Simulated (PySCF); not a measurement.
CH₇ClSi₂, SMILES C[SiH2][SiH2]Cl. Atoms are numbered in the order given.

```xyz
11

Si     0.8644     0.2920     0.8079
Cl     1.5757     0.3044    -1.1679
Si    -1.2606    -0.6997     0.7044
C     -2.2547     0.1646    -0.6476
H      0.8138     1.7060     1.2798
H      1.8446    -0.4512     1.6491
H     -1.9355    -0.5936     2.0343
H     -1.0768    -2.1475     0.3868
H     -2.4489     1.2148    -0.3786
H     -3.2219    -0.3351    -0.8134
H     -1.6860     0.1523    -1.5903
```

The structure is a stationary point at B3LYP-D3(BJ)/def2-SVP. One conformer was computed; it need not be the lowest.

Calculation: PySCF with M06-2X/def2-TZVP.

Isolated molecule, no solvent.

Q: Estimate the frontier levels, gap, dipole moment and polarisability. (An estimate is asked for; the answer gives what the named calculation found.)

A: 
```yaml
highest_occupied_level: -9.00 eV
lowest_empty_level: 0.28 eV
orbital_gap: 9.29 eV
dipole_moment: 1.69 D
quadrupole, principal values (traceless, Buckingham form, about the centre of nuclear charge): -3.73, 0.30, 3.44 D·Å
mean_static_polarisability: 79.3 bohr³ (11.75 Å³)
polarisability_principal_values: 68.4, 80.0, 89.5 bohr³
```
